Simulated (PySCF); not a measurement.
A series of related molecules.

All values: PBE0/pcSseg-1 (PySCF) at GFN2-xTB geometries, gas phase, one conformer each.

(1) Rank by dipole moment, lowest first.
A. `[SiH3:1][NH:2][SiH:3]1[SiH2:4][CH2:5][CH2:6][SiH2:7]1` with Si1–N2–Si3–Si4 62°, N2–Si3–Si4–C5 -132°, Si3–Si4–C5–C6 40°, Si4–C5–C6–Si7 -56°, C5–C6–Si7–Si3 39°
B. `[CH3:1][SiH2:2][CH2:3][Si@@H:4]([NH:5][SiH3:6])[SiH2:7][CH3:8]` with C1–Si2–C3–Si4 -166°, Si2–C3–Si4–N5 -53°, C3–Si4–N5–Si6 173°, C3–Si4–Si7–C8 100°
C. `[CH3:1][SiH2:2][SiH:3]([NH:4][SiH3:5])[SiH2:6][CH3:7]` with C1–Si2–Si3–N4 31°, Si2–Si3–N4–Si5 61°, Si2–Si3–Si6–C7 44°
D. `[CH3:1][SiH2:2][Si@H:3]([NH:4][SiH3:5])[SiH2:6][CH:7]=[O:8]` with C1–Si2–Si3–N4 88°, Si2–Si3–N4–Si5 -177°, Si2–Si3–Si6–C7 -45°, Si3–Si6–C7–O8 16°
E. `[CH3:1][SiH2:2][Si@H:3]([SiH3:4])[NH:5][SiH3:6]` with C1–Si2–Si3–Si4 32°, Si2–Si3–N5–Si6 178°
F. `[CH3:1][SiH2:2][CH:3]([NH:4][SiH3:5])[SiH2:6][CH3:7]` with C1–Si2–C3–N4 54°, Si2–C3–N4–Si5 -136°, Si2–C3–Si6–C7 61°

(2) Rank by the lowest Hirshfeld charge on any atom, highest value first.
A. `CN[SiH]([SiH2]C)[SiH2]C`
B. `C[SiH2]C(N[SiH3])[SiH2]C`
C. `C[SiH2][Si@H]([SiH3])N[SiH3]`

(3) Rank by the highest Hirshfeld charge on any atom, highest value first.
A. `C[SiH2][Si@@H]1[SiH2]C[SiH2]N1`
B. `[SiH3]N[SiH]1[SiH2]CC[SiH2]1`
C. `CN[SiH]([SiH2]C)[SiH2]C`

Results:

(1) F (0.42 D), A (0.58 D), C (0.86 D), E (1.02 D), B (1.43 D), D (1.63 D).

(2) B (-0.233 e), A (-0.251 e), C (-0.335 e).

(3) A (+0.366 e), B (+0.347 e), C (+0.247 e).

All values together:

```
                         SMILES                          change     formula  μ (D)  HOMO (eV)  LUMO (eV)  lowest IAO charge (e)  highest IAO charge (e)  lowest Hirshfeld charge (e)  highest Hirshfeld charge (e)
   C[SiH2][SiH](N[SiH3])[SiH2]C                          parent   C2H15NSi4   0.86      -6.79      -0.75             -0.933 (N)             +0.746 (Si)                   -0.333 (N)                   +0.346 (Si)
C[SiH2][Si@H](N[SiH3])[SiH2]C=O             CH2 replaced by C=O  C2H13NOSi4   1.63      -6.98      -1.53             -0.931 (N)             +0.756 (Si)                   -0.337 (N)                   +0.350 (Si)
       C[SiH2]C(N[SiH3])[SiH2]C                Si replaced by C   C3H15NSi3   0.42      -6.27       0.34             -0.720 (C)             +0.754 (Si)                   -0.233 (N)                   +0.343 (Si)
C[SiH2]C[Si@@H](N[SiH3])[SiH2]C  CH2 inserted into a Si-Si bond   C3H17NSi4   1.43      -6.94      -0.19             -0.944 (N)             +0.766 (Si)                   -0.333 (N)                   +0.347 (Si)
   [SiH3]N[SiH]1[SiH2]CC[SiH2]1   ring closed by a new C-C bond   C2H13NSi4   0.58      -6.62      -0.99             -0.928 (N)             +0.749 (Si)                   -0.335 (N)                   +0.347 (Si)
        CN[SiH]([SiH2]C)[SiH2]C                Si replaced by C   C3H15NSi3   0.53      -6.28      -0.64             -0.702 (C)             +0.457 (Si)                   -0.251 (N)                   +0.247 (Si)
   C[SiH2][Si@H]([SiH3])N[SiH3]  terminal C group replaced by H    CH13NSi4   1.02      -7.21      -0.79             -0.929 (N)             +0.755 (Si)                   -0.335 (N)                   +0.351 (Si)
  C[SiH2][Si@H]1N[SiH2]C[SiH2]1  ring closed by a new Si-C bond   C2H13NSi4   0.30      -6.86      -0.61             -0.931 (N)             +0.900 (Si)                   -0.334 (N)                   +0.366 (Si)
```

Conformers: `[CH3:1][SiH2:2][SiH:3]([NH:4][SiH3:5])[SiH2:6][CH3:7]` with C1–Si2–Si3–N4 31°, Si2–Si3–N4–Si5 61°, Si2–Si3–Si6–C7 44°; `[CH3:1][SiH2:2][Si@H:3]([NH:4][SiH3:5])[SiH2:6][CH:7]=[O:8]` with C1–Si2–Si3–N4 88°, Si2–Si3–N4–Si5 -177°, Si2–Si3–Si6–C7 -45°, Si3–Si6–C7–O8 16°; `[CH3:1][SiH2:2][CH:3]([NH:4][SiH3:5])[SiH2:6][CH3:7]` with C1–Si2–C3–N4 54°, Si2–C3–N4–Si5 -136°, Si2–C3–Si6–C7 61°; `[CH3:1][SiH2:2][CH2:3][Si@@H:4]([NH:5][SiH3:6])[SiH2:7][CH3:8]` with C1–Si2–C3–Si4 -166°, Si2–C3–Si4–N5 -53°, C3–Si4–N5–Si6 173°, C3–Si4–Si7–C8 100°; `[SiH3:1][NH:2][SiH:3]1[SiH2:4][CH2:5][CH2:6][SiH2:7]1` with Si1–N2–Si3–Si4 62°, N2–Si3–Si4–C5 -132°, Si3–Si4–C5–C6 40°, Si4–C5–C6–Si7 -56°, C5–C6–Si7–Si3 39°; `[CH3:1][NH:2][SiH:3]([SiH2:4][CH3:5])[SiH2:6][CH3:7]` with C1–N2–Si3–Si4 -67°, N2–Si3–Si4–C5 -167°, N2–Si3–Si6–C7 177°; `[CH3:1][SiH2:2][Si@H:3]([SiH3:4])[NH:5][SiH3:6]` with C1–Si2–Si3–Si4 32°, Si2–Si3–N5–Si6 178°; `[CH3:1][SiH2:2][Si@H:3]1[NH:4][SiH2:5][CH2:6][SiH2:7]1` with C1–Si2–Si3–N4 -175°, Si2–Si3–N4–Si5 119°, Si3–N4–Si5–C6 16°, N4–Si5–C6–Si7 -19°, Si5–C6–Si7–Si3 15°.

Give the shifts from the parent, `C[SiH2][SiH](N[SiH3])[SiH2]C`.

```json
{"SMILES": "C[SiH2][Si@H](N[SiH3])[SiH2]C=O", "change in μ (D)": "+0.77", "change in HOMO (eV)": "-0.19", "change in LUMO (eV)": "-0.78"}
{"SMILES": "C[SiH2]C(N[SiH3])[SiH2]C", "change in μ (D)": "-0.44", "change in HOMO (eV)": "+0.52", "change in LUMO (eV)": "+1.09"}
{"SMILES": "C[SiH2]C[Si@@H](N[SiH3])[SiH2]C", "change in μ (D)": "+0.57", "change in HOMO (eV)": "-0.15", "change in LUMO (eV)": "+0.56"}
{"SMILES": "[SiH3]N[SiH]1[SiH2]CC[SiH2]1", "change in μ (D)": "-0.28", "change in HOMO (eV)": "+0.17", "change in LUMO (eV)": "-0.24"}
{"SMILES": "CN[SiH]([SiH2]C)[SiH2]C", "change in μ (D)": "-0.33", "change in HOMO (eV)": "+0.51", "change in LUMO (eV)": "+0.11"}
{"SMILES": "C[SiH2][Si@H]([SiH3])N[SiH3]", "change in μ (D)": "+0.16", "change in HOMO (eV)": "-0.42", "change in LUMO (eV)": "-0.04"}
{"SMILES": "C[SiH2][Si@H]1N[SiH2]C[SiH2]1", "change in μ (D)": "-0.56", "change in HOMO (eV)": "-0.07", "change in LUMO (eV)": "+0.14"}
```
